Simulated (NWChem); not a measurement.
System: HfHF$_{3}$; SMILES [F][HfH]([F])[F]

NWChem input:

```
start job
memory heap 200 mb stack 900 mb global 1100 mb
geometry units angstroms noautosym nocenter noautoz
  Hf     0.000000     0.000000    -0.013186
  F      1.477568     1.076891     0.507158
  F      0.193831    -1.818057     0.507158
  F     -1.671399     0.741166     0.507158
  H      0.000000     0.000000    -1.850550
end
basis spherical
  * library def2-svpd
end
ecp
  Hf library def2-ecp
end
dft
  xc xpbe96 cpbe96
  iterations 150
end
tddft
  cis
  nroots 6
  notriplet
end
task tddft energy
```

The geometry was optimised at PBE0/def2-SVP. No frequency run checked for a minimum. def2 effective core potentials on Hf; no spin-orbit coupling.

Vertical excitations in the gas phase.

Task: Give the results of this calculation. (PBE/def2-SVPD with def2 effective core potentials on Hf, TDA.) Quantities: lowest excitation, singlet (eV); oscillator strength of that lowest state; lowest state with f > 0.02, singlet (eV); orbital gap (eV).

Result: 
| Quantity | Value |
|---|---|
| lowest excitation, singlet (eV) | 5.80 |
| oscillator strength of that lowest state | 0.019 |
| lowest state with f > 0.02, singlet (eV) | 7.15 |
| orbital gap (eV) | 5.53 |
